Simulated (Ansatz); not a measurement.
## InH2F (SMILES [F][InH2]): the vertical energy of the triplet above the singlet from total energies

InH2F: 4 atoms, total charge 0, spin state singlet. As SMILES, `[F][InH2]`. The coordinates come from a PBE0-D4/def2-TZVP relaxation.

Both states at this one shape; open shells run unrestricted unless said. 1 Eh = 27.2114 eV.

```
                                  level  program  singlet InH2F (Eh)  triplet InH2F (Eh)
                              HF/STO-3G   Ansatz        -5782.055286        -5781.905777
                             PBE/STO-3G   Ansatz        -5783.741866        -5783.600519
                           BHLYP/STO-3G   Ansatz        -5784.585901        -5784.411176
BCCD(T)/STO-3G, 19 core orbitals frozen   Ansatz        -5782.129499        -5781.955993
```

Q: Work out the vertical gap, second state less first, at each level.

A: 
1. HF/STO-3G: -5781.905777 − (-5782.055286) = 0.149509 Eh = 4.07 eV.
2. PBE/STO-3G: -5783.600519 − (-5783.741866) = 0.141347 Eh = 3.85 eV.
3. BHLYP/STO-3G: -5784.411176 − (-5784.585901) = 0.174725 Eh = 4.75 eV.
4. BCCD(T)/STO-3G: -5781.955993 − (-5782.129499) = 0.173506 Eh = 4.72 eV.

No measured value is set beside it here; the levels span 3.85 to 4.75 eV. Spin-orbit coupling, which splits open shells on such heavy atoms by tenths of an eV, is left out. Minimal sets are far from the basis-set limit. All-electron rows are non-relativistic unless named.
